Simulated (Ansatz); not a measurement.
Ansatz (a first-principles code) input (PBE0/def2-SVP):

Ansatz 0.2 input:
```yaml
crystal:
  periodic: [false, false, false]
  atoms:
    - {symbol: Cl, position_ang: [1.96704739, 0.34742825, 0.07532731]}
    - {symbol: C, position_ang: [0.28798709, 0.01282115, 0.02885146]}
    - {symbol: C, position_ang: [-0.36824936, -1.08748833, 0.46489607]}
    - {symbol: O, position_ang: [-1.67948057, -1.01746284, 0.27337904]}
    - {symbol: C, position_ang: [-1.91564925, 0.20414343, -0.32750761]}
    - {symbol: C, position_ang: [-0.74697182, 0.86572793, -0.49599155]}
    - {symbol: H, position_ang: [-2.94264131, 0.42354789, -0.55460174]}
    - {symbol: H, position_ang: [-0.60401974, 1.83864944, -0.93448507]}
basis:
  gaussian:
    orbitals: def2-SVP
hamiltonian:
  xc: {name: PBE0}
magnetization: {spin_polarized: true, initial_magnetization: 1}
```

Output:

```
Functional definition: PBE0
integrals: 0.05 GiB planned
976 factors; integrals over basis functions are off by at most 1.5e-3 eV
0.17 GiB of the device are held for the grids
0.38 GiB of device memory are held for the factors and their scratch space
mean field: 0.28 GiB planned
mean field evaluation 1: about -18719.0947 eV, gradient 3.3e1 eV
mean field evaluation 2: about -18714.2142 eV, gradient 4.7e1 eV
mean field evaluation 4: about -18726.3579 eV, gradient 5.1e0 eV
mean field evaluation 8: about -18726.7916 eV, gradient 7.9e-1 eV
mean field evaluation 16: about -18726.7970 eV, gradient 6.7e-3 eV
mean field evaluation 32: about -18725.3160 eV, gradient 5.0e-1 eV
mean field -18726.79701941 eV, -688.1970969845 hartree, gradient 4.0e-5 eV, S^2 0.766183; 3 other end points of the search recorded, 0 dependent functions left out
reference -18726.79704008 eV, -688.1970977439 hartree; 26, 25 occupied and 72, 73 virtual orbitals, 976 factors
Total energy: -18726.79704008 eV, -688.1970977439 hartree
```

It need not be the lowest isomer of its formula.
